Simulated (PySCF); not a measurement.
Gas-phase equilibrium of 1 mol GeF₄, 22 mol H₂ at 1000 K and 0.133 bar, among 16 species (GeH₄, Ge₂H₆, F₂, GeF₂, GeF₃, F, H, GeH₃F, GeHF₃, HF, H₂, Ge₃H₈, GeH₃, GeH₂F₂, GeH₂, GeF₄). Only gases are allowed; each row takes one source of thermochemistry for all species, and Cantera finds the minimum.

Method: PySCF energies plus ideal-gas RRHO corrections (1 bar). † marks an energy on the PBE0/def2-TZVP geometry and frequencies. CCSD(T) freezes the core. The species in the table below are closed-shell singlets. B3LYP is the form with VWN-RPA correlation. Ge: all electrons, no relativistic terms. GeHF₃, GeH₂F₂: computed as isolated molecules; such fragments, hydroxides, amides, oligomers or adducts are transient or little studied in the gas. CCSD(T) isn't extrapolated to the basis-set limit. The harmonic model lacks anharmonicity and excited electronic states, which grow with temperature; levels with a mode under 35 cm⁻¹ are left out.

Molecules larger than those listed are left out, and so are free Ge atoms, whose spin-orbit terms are large. Also missing: (HF)n, which can matter at low temperature or high pressure. Table species left out: H2F2, H3F3, H4F4.

With B3LYP/def2-TZVP† thermochemistry: H₂ 0.88, HF 0.083, GeF₂ 0.042, GeF₄ 3.0e-8, GeHF₃ 1.3e-7, GeH₂F₂ 7.6e-9.

### Question
How far does the composition move with the other sources (CCSD(T)/def2-SVP†, M06-2X/def2-TZVP†, PBE0/def2-QZVP†, PBE0/def2-SVP†, ωB97X-V/def2-TZVP†)?

### Answer
```json
[
 {"thermochemistry": "B3LYP/def2-TZVP†", "x H₂": "0.88", "x HF": "0.083", "x GeF₂": "0.042", "x GeF₄": "3.0e-8", "x GeHF₃": "1.3e-7", "x GeH₂F₂": "7.6e-9"},
 {"thermochemistry": "CCSD(T)/def2-SVP†", "x H₂": "0.88", "x HF": "0.083", "x GeF₂": "0.042", "x GeF₄": "5.9e-6", "x GeHF₃": "1.6e-5", "x GeH₂F₂": "1.0e-6"},
 {"thermochemistry": "M06-2X/def2-TZVP†", "x H₂": "0.88", "x HF": "0.083", "x GeF₂": "0.042", "x GeF₄": "0.00011", "x GeHF₃": "3.9e-5", "x GeH₂F₂": "2.5e-7"},
 {"thermochemistry": "PBE0/def2-QZVP†", "x H₂": "0.88", "x HF": "0.083", "x GeF₂": "0.042", "x GeF₄": "6.0e-8", "x GeHF₃": "8.5e-7", "x GeH₂F₂": "2.1e-7"},
 {"thermochemistry": "PBE0/def2-SVP†", "x H₂": "0.88", "x HF": "0.083", "x GeF₂": "0.042", "x GeF₄": "1.8e-6", "x GeHF₃": "1.1e-5", "x GeH₂F₂": "1.0e-6"},
 {"thermochemistry": "ωB97X-V/def2-TZVP†", "x H₂": "0.88", "x HF": "0.083", "x GeF₂": "0.042", "x GeF₄": "4.1e-6", "x GeHF₃": "8.4e-6", "x GeH₂F₂": "3.0e-7"}
]
```
The most sensitive of these is GeF₄: it spans a factor of 10^3.6 over these rows; at this temperature one factor of ten is RT ln 10 = 19 kJ/mol.
